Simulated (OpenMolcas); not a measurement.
Tb3+ with 6 ligands (chloride) in trigonal prismatic coordination (D3h), a polar angle of 55.0° against the regular 49.1°. A charge of +0.5 e stands 2.6 Å behind each ligand. Ligand basis ANO-RCC-VDZP.

```yaml
Program: OpenMolcas
Method: CASSCF
Basis: ANO-RCC-VDZP [7s6p4d2f1g]
Scalar_Hamiltonian: DKH2, point nucleus
Active_space: 8 electrons in 7 orbitals (4f)
State_averaging: 2S+1 = 7 even, 7 roots; 2S+1 = 5 even, 62 roots kept (CI in the orbitals of an earlier block); 2S+1 = 3 even, 2 roots kept (CI in the orbitals of an earlier block, 0 in the spin-orbit step)
Spin-orbit_coupling: RASSI with atomic mean-field integrals over the reference wave functions
```

All ligands move together. At R = 2.68 Å the width of the lowest J multiplet is 229 cm-1, and at R = 2.75 Å it is 196 cm-1.

Question: A third run gives 355 cm-1. What distance was it run at?

Answer: With a power law R^-n the two known points give n = -ln(196 / 229) / ln(2.75 / 2.68) = 6.04. Then R = 2.68 × (229 / 355)^(1/6.04) = 2.492 Å. The run was at 2.5 Å, so the estimate is off by -0.008 Å.

High states are left out of the spin-orbit mixing, which shifts the levels that they would mix with. Without dynamic correlation the ligand-field splitting of an f shell can come out too small, at times by half. No measured value stands beside these numbers; the geometry was imposed, not optimised, and the real ion may take another.
